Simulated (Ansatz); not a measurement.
`[SiH3][NH][SbH2]` + `CNC` → `C[N](C)[SbH2]` + `N[SiH3]` at 400 K and 1 bar (ligand exchange at the Sb–N bond).

Program: Ansatz. Geometries: PBE0-D4/def2-TZVP. ΔE: electronic, gas phase. CCSD(T)/CBS adds triple-zeta CCSD(T) − MP2 to the extrapolated MP2 energy (def2 sets, frozen cores). This one scheme is used for every species. def2 core potentials past Kr. For Sb outer-core shells are correlated without core-valence functions, which leaves a few kJ/mol of doubt a bond.

| species | CCSD(T)/CBS energy (Eh) | H − E (kJ/mol) | S (J/(mol·K)) |
| --- | --- | --- | --- |
| `[SiH3][NH][SbH2]` | -587.40566 | 172.3 | 372.1 |
| `CNC` | -135.00321 | 264.6 | 293.2 |
| `C[N](C)[SbH2]` | -375.59739 | 281.0 | 376.2 |
| `N[SiH3]` | -346.80422 | 153.0 | 285.3 |

H − E and S are ideal-gas, rigid-rotor, harmonic terms from PBE0-D4/def2-TZVP, for one conformer and one mirror image of each species. 1 Eh = 2625.50 kJ/mol, R = 8.31446 J/(mol·K).

Problem. By hand: ΔE, ΔH, ΔS and ΔG.

Solution. ΔE = (-375.59739) + (-346.80422) − (-587.40566) − (-135.00321) = 0.00726 Eh = 19.1 kJ/mol. Δ(H − E) = 281.0 + 153.0 − 172.3 − 264.6 = -2.9, so ΔH = 16.2 kJ/mol. ΔS = 376.2 + 285.3 − 372.1 − 293.2 = -3.8 J/(mol·K). ΔG = 16.2 − 400 × (-3.8)/1000 = 17.7 kJ/mol.

Problem. By hand: the equilibrium constant, and the temperature at which ΔG would vanish if ΔH and ΔS stayed fixed.

Solution. log₁₀ K = −ΔG/(RT ln 10) = -2.3. ΔH and −TΔS have one sign here, so there is no such temperature. One of them is within its doubt of zero, so this could turn.

The number of gas molecules stays the same, so ΔS is small and ΔH decides. A doubt of 5 kJ/mol in ΔE shifts log₁₀ K by 0.7 here. Other conformers and mirror images would add mixing entropy, several J/(mol·K) or more a flexible species. These are equilibria of isolated gas molecules and say nothing of rates. Largest T1 diagnostic: 0.013 (customary marks: 0.02 for closed shells, 0.045 for open ones).
